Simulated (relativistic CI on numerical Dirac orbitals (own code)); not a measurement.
Co²⁺ (3d7) in a crystal field

Calculated by Dirac-Coulomb-Breit CI, KLI orbitals optimised for each configuration, model QED (radiative potential, 1s self-energy scaled to tabulated hydrogen-like ionisation energies), valence Slater integrals scaled by 0.7, one configuration in a parametric crystal field (own radial code).

Field parameters in Wybourne normalisation: Oh B⁴₀ = 21Dq, B⁴₄ = √(5/14) B⁴₀. The field is a parameter set, without covalency.

S and J are read from ⟨S²⟩ = S(S + 1) and ⟨J²⟩ = J(J + 1) of each level; they are not fictitious spins.

Oh, 10Dq = 3250 cm⁻¹, the lowest 10 levels:

```
E (cm⁻¹)  Degeneracy  Irrep     S     J
     0.0           2     Γ6  1.50  4.39
     318           4     Γ8  1.50  4.09
     852           4     Γ8  1.50  3.48
    1037           2     Γ7  1.50  3.00
    3293           2     Γ6  1.50  3.62
    3365           4     Γ8  1.50  3.52
    3471           4     Γ8  1.50  3.09
    3638           2     Γ7  1.50  3.07
    6757           4     Γ8  1.50  3.09
   12698           4     Γ8  0.51  4.22
```

Principal g values of the ground doublet: 4.68, 4.68, 4.68.

Oh, 10Dq = 5850 cm⁻¹, the lowest 10 levels:

```json
{"E (cm⁻¹)": "0.0", "Degeneracy": "2", "Irrep": "Γ6", "S": "1.50", "J": "4.34"}
{"E (cm⁻¹)": "341", "Degeneracy": "4", "Irrep": "Γ8", "S": "1.50", "J": "3.97"}
{"E (cm⁻¹)": "899", "Degeneracy": "4", "Irrep": "Γ8", "S": "1.50", "J": "3.21"}
{"E (cm⁻¹)": "1020", "Degeneracy": "2", "Irrep": "Γ7", "S": "1.50", "J": "2.94"}
{"E (cm⁻¹)": "5545", "Degeneracy": "2", "Irrep": "Γ6", "S": "1.50", "J": "3.64"}
{"E (cm⁻¹)": "5603", "Degeneracy": "4", "Irrep": "Γ8", "S": "1.50", "J": "3.46"}
{"E (cm⁻¹)": "5680", "Degeneracy": "4", "Irrep": "Γ8", "S": "1.50", "J": "3.38"}
{"E (cm⁻¹)": "5884", "Degeneracy": "2", "Irrep": "Γ7", "S": "1.50", "J": "3.12"}
{"E (cm⁻¹)": "10442", "Degeneracy": "4", "Irrep": "Γ8", "S": "0.51", "J": "4.13"}
{"E (cm⁻¹)": "11552", "Degeneracy": "4", "Irrep": "Γ8", "S": "1.49", "J": "3.27"}
```

Principal g values of the ground doublet: 4.53, 4.53, 4.53.

Oh, 10Dq = 8450 cm⁻¹, the lowest 16 levels:

```csv
E (cm⁻¹),Degeneracy,Irrep,S,J
0.0,2,Γ6,1.50,4.31
343,4,Γ8,1.50,3.90
890,4,Γ8,1.49,3.10
1000,2,Γ7,1.50,2.92
7881,2,Γ6,1.50,3.66
7898,4,Γ8,1.26,3.62
7950,4,Γ8,1.26,3.69
8058,4,Γ8,1.16,3.73
8216,2,Γ7,1.50,3.14
14574,4,Γ8,0.51,4.56
15081,2,Γ6,0.50,4.60
15184,4,Γ8,0.52,3.93
15377,2,Γ7,0.51,3.60
16487,4,Γ8,1.49,3.36
18823,4,Γ8,0.83,2.68
19418,2,Γ6,0.75,2.33
```

Principal g values of the ground doublet: 4.44, 4.44, 4.44.

The free-ion ground term has S = 3/2. Every field shown keeps that spin.

Levels of this model without a field, named by their leading LS term (the scale mimics covalency, so terms lie below those of the real free ion): ⁴F9/2 0, ⁴F7/2 811, ⁴F5/2 1396, ⁴F3/2 1792, ²G9/2 13525, ⁴P5/2 13651, ⁴P3/2 13857, ⁴P1/2 14232 cm⁻¹.
